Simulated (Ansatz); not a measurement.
Basis-set series for `CC(C)=[O+][AlH3-]`. Total charge 0; spin multiplicity 1. Geometry: relaxed with PBE0-D4/def2-TZVP.

```
functional       basis  functions  energy (Eh)  HOMO (eV)  LUMO (eV)
   PBE0-D4    def2-SVP        119   -436.82960      -7.20      -2.03
   PBE0-D4  def2-QZVPP        568   -437.15080      -7.24      -2.06
   ωB97M-V    def2-SVP        119   -437.04286      -9.38       0.26
   ωB97M-V  def2-QZVPP        568   -437.37504      -9.47       0.17
```

Task: Give the rows for def2-TZVPP. (Estimate.)

Result: Ansatz gave: 
```json
{"functional": "PBE0-D4", "basis": "def2-TZVPP", "functions": "292", "energy (Eh)": "-437.13208", "HOMO (eV)": "-7.24", "LUMO (eV)": "-2.05"}
{"functional": "ωB97M-V", "basis": "def2-TZVPP", "functions": "292", "energy (Eh)": "-437.35684", "HOMO (eV)": "-9.47", "LUMO (eV)": "0.20"}
```

Positive LUMOs are unbound and depend on the basis.
